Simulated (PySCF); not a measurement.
SiHCl, SMILES Cl[SiH] (connectivity only; charge and spin as stated), neutral, multiplicity 1. Heavy atoms are numbered as in [SiH:1][Cl:3]. Hydrogens are named by the atom that carries them.

Geometry: PBE-D3(BJ)/def2-TZVP. The isomer is the one that the SMILES or the coordinates give; other isomers of the formula were not compared.

All values below come from HF/def2-TZVPD (PySCF).

ESP charges are fitted to the potential on shells at 1.4 to 2.0 van der Waals radii. Atomic charges (e), one atom of each kind:

```tsv
atom	IAO	ESP fit
Si1 (SiH)	0.53	0.14
H on Si1	-0.18	-0.01
Cl3	-0.35	-0.14
```
